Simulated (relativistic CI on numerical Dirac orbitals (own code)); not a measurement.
Input to a radial Dirac CI calculation:

```
atom Sr  Z=38  charge=36  electrons=2
nucleus A=88  rms_radius_fm=4.2240
hamiltonian dirac-coulomb  breit=on  qed=on  c_scale=1
orbitals kli  potential=per-configuration
slater_scale 1
correlation none
mixing on
configurations
  1s2
  1s 2p
  1p 2p
  1s 1p
end
```

How did the run end?

The self-consistent field of one configuration failed: SCF of 1p 2p ended with code -1.
